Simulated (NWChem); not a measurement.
# YF₃; SMILES [F][Y]([F])[F]

No frequency run checked for a minimum. def2 effective core potentials on Y; no spin-orbit coupling.

### Question
Give the equilibrium geometry at PBE-D3(BJ)/def2-SVP with def2 effective core potentials on Y (NWChem) as a Z-matrix, with the point group.

### Answer
point group C3v; any orientation.
```
Y
F 1 2.0031
F 1 2.0031 2 119.49
F 1 2.0032 2 119.54 3 -166.23
```
